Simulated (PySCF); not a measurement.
Work out the structure from these simulated measurements.

Formula: C2HF3O2.

- 13C NMR: chemical shifts (computed TMS as zero) by class: 165.8 (1 C), 125.4 (1 C) ppm [GIAO B97-2/pcSseg-2]
- NMR, other nuclei: isotropic shieldings of nuclei other than C and H, by class: -91 (1 O), 136 (1 O), 262 (3 F) ppm [GIAO B97-2/pcSseg-2]
- Dipole: 2.23 D [CAM-B3LYP/aug-cc-pVTZ]
- Rotational structure: rotational constants A, B, C: 3.889, 2.507, 2.081 GHz [PBE0-D3(BJ)/def2-TZVP]
- UV, strongest line: among the 10 lowest singlet transitions: S3 at 8.57 eV (145 nm, f = 0.166) [TDDFT CAM-B3LYP/aug-cc-pVTZ]
- 1H NMR: chemical shifts (computed TMS as zero) by class: 6.44 (1 H) ppm [GIAO B97-2/pcSseg-2]

Gas-phase values; electronic properties from PySCF, density fitting. Levels stand in brackets. The structure is a single PBE0-D3(BJ)/def2-TZVP conformer in the gas phase; no vibrational or solvent corrections. NMR values are class means; diastereotopic atoms form classes of their own.

Task: Propose a structure and show how it fits.

Result: Numbering: `[O:1]=[C:2]([OH:3])[C:4]([F:5])([F:6])[F:7]`. Its formula, C2HF3O2, gives 1 degree of unsaturation: 0 rings and 1 π bond in the structure found. 2 carbons fall into 2 classes; from least to most shielded: carboxylic acid carbon [C2] (165.8 ppm), CF3 carbon [C4] (125.4 ppm). The one hydrogen (6.44 ppm): acid proton. The other shieldings belong to: -91 ppm, acid carbonyl oxygen [O1]; 136 ppm, acid hydroxyl oxygen [O3]; 262 ppm, fluorine of a CF3 group [F5/F6/F7]. The optimised geometry has point group Cs and is an asymmetric top. Structure: trifluoroacetic acid (`O=C(O)C(F)(F)F`). The assignments are read from this structure; whether some other isomer fits the data as well wasn't checked.

Conformer computed: `[O:1]=[C:2]([OH:3])[C:4]([F:5])([F:6])[F:7]`: O1–C2–C4–F5 -1°, H–O3–C2–O1 0°.
